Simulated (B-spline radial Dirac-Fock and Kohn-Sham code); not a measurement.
# Widths and yields of inner-shell holes in Yb⁺

System: Yb⁺ in the configuration [Xe] 4f14 6s1.

Model: one-electron (LDA, Dirac) transition rates at Dirac-Fock energies. Program: a radial finite-basis atomic code.

Partial widths are in eV. Coster-Kronig decay leaves a hole in the same principal shell; its rates are the weakest part of the model, often 1.5 to 2.5 times too large and more for N holes. Holes without an open Auger channel, or with an unreliable SCF state, are not listed.

```
hole  radiative   Auger  Coster-Kronig  total  fluorescence yield  lifetime (fs)
   K       29.6    1.49              0   31.1                   ?              ?
  L1      0.619    1.83           2.83   5.27               0.117          0.125
  L2       1.05    2.71          0.642   4.40               0.239          0.150
  L3      0.954    3.35              0   4.31               0.221          0.153
  M1     0.0209   0.879           17.3   18.2             0.00115         0.0362
  M2     0.0216   0.967           9.99   11.0             0.00197         0.0600
  M3     0.0223    1.14           8.14   9.30             0.00240         0.0708
  M4     0.0230    1.43           1.07   2.52             0.00914          0.261
  M5     0.0217    1.47              0   1.50              0.0145          0.440
  N1   0.000605  0.0689           13.6   13.7            4.43e-05         0.0482
  N2    0.00116  0.0665           12.7   12.8            9.09e-05         0.0516
  N3   0.000758  0.0710           9.78   9.85            7.69e-05         0.0668
  N4   0.000991  0.0585           6.43   6.49            0.000153          0.101
  N5   0.000898  0.0663           6.24   6.31            0.000142          0.104
```

Q: What are the fluorescence yield and the lifetime of the K hole?

A: The yield is the radiative width over the total, 0.952, and the lifetime is ħ/Γ = 0.0212 fs.

Values without a named source are computed, but for edge energies of neutral atoms, which are taken from tables.
